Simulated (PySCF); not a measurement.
Identify the unknown among the candidates.

- Dipole: 4.78 D [wB97X-D/def2-SVPD]
- Polarisability: 86.0 au [wB97X-D/def2-SVPD]
- UV, first state: lowest singlet excitation: 5.97 eV (208 nm, f = 0.449) [TDDFT wB97X-D/def2-SVPD]
- Rotational structure: rotational constants A, B, C: 3.682, 1.488, 1.088 GHz [GFN2-xTB]
- Triplet: lowest triplet excitation (Tamm–Dancoff): 3.67 eV [TDA wB97X-D/def2-SVPD]

Electronic properties: PySCF, gas phase, density fitting. Levels stand in brackets. Geometry: GFN2-xTB; no solvent, vibrations or thermal averaging.

Task: Which candidate is it?
A. `CCc1ccncc1`
B. `CC(C#N)=C1CCC1`
C. `NCC1=C[C@@H]2[C@@H]3[C@H]1[C@H]23`

Result: B. It is `CC(C#N)=C1CCC1`. Numbering: `[CH3:1][C:2]([C:3]#[N:4])=[C:5]1[CH2:6][CH2:7][CH2:8]1`. Its formula, C7H9N, gives 4 degrees of unsaturation: 1 ring and 3 π bonds in the structure found. By its constants the optimised geometry is an asymmetric top.

The others, at the same levels:
- `NCC1=C[C@@H]2[C@@H]3[C@H]1[C@H]23` fails: its computed lowest singlet excitation is 5.62 eV (221 nm, f = 0.118) (against 5.97 eV), static isotropic polarisability is 80.5 au (against 86.0 au) and rotational constant A is 5.132 GHz (against 3.682 GHz).
- `CCc1ccncc1` fails: its computed lowest singlet excitation is 5.15 eV (241 nm, f = 0.005) (against 5.97 eV), lowest triplet excitation (Tamm–Dancoff) is 4.43 eV (against 3.67 eV) and rotational constant A is 4.776 GHz (against 3.682 GHz).

Each candidate is one conformer, not necessarily the lowest. Dipoles, sizes and rotational constants follow the conformer. The torsions of the flexible species, by atom-mapped SMILES:
- `[CH3:1][CH2:2][c:3]1[cH:4][cH:5][n:6][cH:7][cH:8]1`: C1–C2–C3–C4 89°

The conformers of `NCC1=C[C@@H]2[C@@H]3[C@H]1[C@H]23` aren't listed.
